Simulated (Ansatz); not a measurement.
C₂H₆AlF, SMILES `C[CH](F)[AlH2]`. Total charge 0; spin multiplicity 1.

| atom | x (Å) | y (Å) | z (Å) |
| --- | --- | --- | --- |
| C1 | -0.0856 | -0.0667 | 1.3026 |
| C2 | 0.0951 | -0.6332 | -0.0911 |
| F3 | 1.3513 | -1.2700 | -0.1562 |
| Al4 | -0.0471 | 0.7020 | -1.5609 |
| H5 | 0.0201 | -0.8499 | 2.0593 |
| H6 | 0.6481 | 0.7127 | 1.5251 |
| H7 | -1.0844 | 0.3683 | 1.4044 |
| H8 | -0.6505 | -1.4281 | -0.2375 |
| H9 | 1.2168 | 1.0854 | -2.4353 |
| H10 | -1.4637 | 1.3795 | -1.8106 |

(1) What are the harmonic wavenumbers in cm⁻¹ at PBE0-D4/def2-TZVP (Ansatz, finite differences of forces, unscaled)? (Estimate.)

(2) Is this a minimum?

(3) Give the ideal-gas thermochemistry at 298.15 K and 1 bar (rigid rotor, harmonic oscillator; point group C1, symmetry number 1).

(4) And at 400, 500, 600, 800 and 1000 K?

Answers

(1) The calculation gave: 63, 156, 203, 262, 377, 494, 566, 622, 776, 891, 967, 1051, 1132, 1252, 1331, 1393, 1467, 1500, 1912, 1939, 3002, 3035, 3107, 3115.

(2) Yes, all 24 modes are real.

(3) Zero-point energy 183.1 kJ/mol; H(298) − E = 202.6 kJ/mol; entropy 328.8 J/(mol·K), of which translation 162.9, rotation 107.1, vibration 58.8; G(298) − E = 104.5 kJ/mol. Modes under 100 cm⁻¹ are hindered rotations or soft bends, so the harmonic entropy is rough.

(4) 
| T (K) | H − E (kJ/mol) | S (J/mol/K) | G − E (kJ/mol) |
| --- | --- | --- | --- |
| 400 | 213.4 | 359.9 | 69.4 |
| 500 | 225.7 | 387.4 | 32.0 |
| 600 | 239.6 | 412.6 | -8.0 |
| 800 | 270.8 | 457.3 | -95.1 |
| 1000 | 305.5 | 496.0 | -190.5 |
